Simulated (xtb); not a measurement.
A run for xtb: GFN-FF on C2H6 (SMILES CC).

```
$ xtb mol.xyz --gfnff --sp --chrg 0 --uhf 0
8

C     -0.63027306     0.32105347     4.12259669
C      0.78465588    -0.24991041     4.10478078
H     -1.00506564     0.42611756     5.14274487
H     -1.31961464    -0.32562092     3.57752579
H     -0.66633038     1.30932834     3.65844485
H      1.48631159     0.40617310     4.62420585
H      1.14170220    -0.38585191     3.08284196
H      0.82169669    -1.22560409     4.59321783
```

Output:

```
[...]
           -------------------------------------------------
          |                Calculation Setup                |
           -------------------------------------------------



          ==================== Thresholds ====================
          CN  :   150.00000
          rep :   500.00000
          disp:  2500.00000
          HB1 :   250.00000
          HB2 :   450.00000

          Pauling EN used:
          Z : 1  EN :  2.20
          Z : 6  EN :  2.55
          electric field strengths (au): 0.000

           -------------------------------------------------
          |           Force Field Initialization            |
           -------------------------------------------------

          distances ...
          ----------------------------------------
          generating topology and atomic info file ...
          pair mat ...
          computing topology distances matrix with Floyd-Warshall algo ...
          making topology EEQ charges ...
          #fragments for EEQ constrain: 1
          ----------------------------------------
          generating topology and atomic info file ...
          pair mat ...
          computing topology distances matrix with Floyd-Warshall algo ...
          making topology EEQ charges ...
          #fragments for EEQ constrain: 1
          rings ...
          # BATM   18
          # H in HB   0

  atom   neighbors  erfCN metchar sp-hybrid imet pi  qest     coordinates
    1  C       4    3.48   0.00         3    0    0  -0.056   -1.191043    0.606703    7.790579
    2  C       4    3.48   0.00         3    0    0  -0.056    1.482785   -0.472262    7.756911
    3  H       1    0.97   0.00         0    0    0   0.019   -1.899299    0.805245    9.718379
    4  H       1    0.97   0.00         0    0    0   0.019   -2.493710   -0.615334    6.760544
    5  H       1    0.97   0.00         0    0    0   0.019   -1.259182    2.474272    6.913459
    6  H       1    0.97   0.00         0    0    0   0.019    2.808722    0.767556    8.738483
    7  H       1    0.97   0.00         0    0    0   0.019    2.157504   -0.729154    5.825727
    8  H       1    0.97   0.00         0    0    0   0.019    1.552782   -2.316056    8.679924

          #atoms :   8
          #bonds :   7
          #angl  :   12
          #tors  :   9
          #nmol  :   1
          #optfrag :   1
           -------------------------------------------------
          |                   G F N - F F                   |
          |          A general generic force-field          |
          |                  Version 1.0.3                  |
           -------------------------------------------------
          Number of HB bonds (bound hydrogen)     0
          Number of HB bonds (unbound hydrogen)   0
          Number of XB bonds                      0

 E+G (total)                   0 d,  0 h,  0 min,  0.000 sec
 distance/D3 list               ...        0 min,  0.000 sec (  1.207%)
 non bonded repulsion           ...        0 min,  0.000 sec ( 20.952%)
 dCN                            ...        0 min,  0.000 sec (  2.746%)
 EEQ energy and q               ...        0 min,  0.000 sec ( 15.631%)
 D3                             ...        0 min,  0.000 sec ( 11.643%)
 EEQ gradient                   ...        0 min,  0.000 sec (  9.635%)
 bonds                          ...        0 min,  0.000 sec (  7.625%)
 bend and torsion               ...        0 min,  0.000 sec ( 11.192%)
 bonded ATM                     ...        0 min,  0.000 sec (  5.231%)
 HB/XB (incl list setup)        ...        0 min,  0.000 sec (  8.316%)

         :::::::::::::::::::::::::::::::::::::::::::::::::::::
Note: The following floating-point exceptions are signalling: IEEE_UNDERFLOW_FLAG IEEE_DENORMAL
normal termination of xtb
         ::                     SUMMARY                     ::
         :::::::::::::::::::::::::::::::::::::::::::::::::::::
         :: total energy              -1.071870758518 Eh    ::
         :: gradient norm              0.012854064485 Eh/a0 ::
         ::.................................................::
         :: bond energy               -1.121095265443 Eh    ::
         :: angle energy               0.000413873917 Eh    ::
         :: torsion energy             0.000007270145 Eh    ::
         :: repulsion energy           0.053186542431 Eh    ::
         :: electrostat energy        -0.002428594018 Eh    ::
         :: dispersion energy         -0.001942118333 Eh    ::
         :: HB energy                  0.000000000000 Eh    ::
         :: XB energy                  0.000000000000 Eh    ::
         :: bonded atm energy         -0.000012467217 Eh    ::
         :: external energy            0.000000000000 Eh    ::
         :: add. restraining           0.000000000000 Eh    ::
         :: total charge               0.000000000000 e     ::
         :::::::::::::::::::::::::::::::::::::::::::::::::::::

           -------------------------------------------------
          |                Property Printout                |
           -------------------------------------------------

molecular dipole:
                 x           y           z       tot (Debye)
 q only:       -0.000      -0.000      -0.000       0.001

           -------------------------------------------------
          | TOTAL ENERGY               -1.071870758518 Eh   |
          | GRADIENT NORM               0.012854064485 Eh/α |
           -------------------------------------------------
########################################################################
[WARNING] Runtime exception occurred
-1- gfnff_setup: Could not read topology file.
########################################################################

------------------------------------------------------------------------
------------------------------------------------------------------------
 total:
 SCF:
```

The run finished.

Cost: around 0.04 core-seconds (rough).
